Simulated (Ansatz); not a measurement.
Reaction (formal exchange of groups at the Se–C bond): `N=C=C(F)[SeH]` + `[BH2][AlH][OH]` → `[OH][AlH][BH][SeH]` + `N=C=CF`

Calculated with Ansatz (gas phase, PBE0-D4/def2-TZVP geometries, no zero-point term in ΔE). CBS: MP2 limit from def2 TZ/QZ plus the TZ coupled-cluster correction, frozen cores. DFT in def2-TZVPP. For Se outer-core shells are correlated without core-valence functions, which leaves a few kJ/mol of doubt a bond. Scalar relativity is left out up to krypton. One conformer a species, not always the lowest.

| species | r2SCAN energy (Eh) |
| --- | --- |
| `N=C=C(F)[SeH]` | -2633.45729 |
| `[BH2][AlH][OH]` | -344.86875 |
| `[OH][AlH][BH][SeH]` | -2746.47230 |
| `N=C=CF` | -231.91153 |

(1) Work out ΔE.

Largest T1 diagnostic among the species: 0.014.

## Answers

(1) ΔE = (-2746.47230) + (-231.91153) − (-2633.45729) − (-344.86875) = -0.05779 Eh = -151.7 kJ/mol. CCSD(T)/CBS gives -154.3 kJ/mol.

In def2-TZVPP, CCSD(T) changes the Hartree–Fock value by −14.2 kJ/mol (the triples alone add −2.4 kJ/mol) and MP2 by −12.5 kJ/mol.
